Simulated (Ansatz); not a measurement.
Reaction (ligand exchange at a Ge–Te bond): `[GeH3][Te][GeH3]` + `NCS` → `SC[NH][GeH3]` + `[GeH3][TeH]`

Program: Ansatz. Geometries: PBE0-D4/def2-TZVP. ΔE: electronic, gas phase. CBS: MP2 limit from def2 TZ/QZ plus the TZ coupled-cluster correction, frozen cores. Functionals use def2-TZVPP. def2 core potentials past Kr. For Ge, Te outer-core shells are correlated without core-valence functions, which leaves a few kJ/mol of doubt a bond. Scalar relativity is left out up to krypton. Each species was taken in one conformer, which may not be the lowest.

| level | ΔE (kJ/mol) |
| --- | --- |
| PBE-D4 | 60.9 |
| r2SCAN-D4 | 58.4 |
| ωB97X-V | 55.8 |
| HF/def2-TZVPP | 58.9 |
| SCS-MP2/def2-TZVPP | 54.7 |
| MP2/def2-QZVPP | 62.9 |
| SCS-MP2/def2-QZVPP | 58.3 |
| MP2/CBS(def2) | 65.9 |

(1) What does CCSD(T)/CBS give? (Estimate.)

Largest T1 diagnostic among the species: 0.011.

## Answers

(1) The calculation gave: +60.0 kJ/mol. The listed levels differ from it by 0.9, -1.6, -4.2, -1.1, -5.3, 2.9, -1.7, 5.9 kJ/mol.

From PBE to PBE0 (25 % exact exchange), in def2-TZVPP and without D4, ΔE moves by +3.2 kJ/mol.
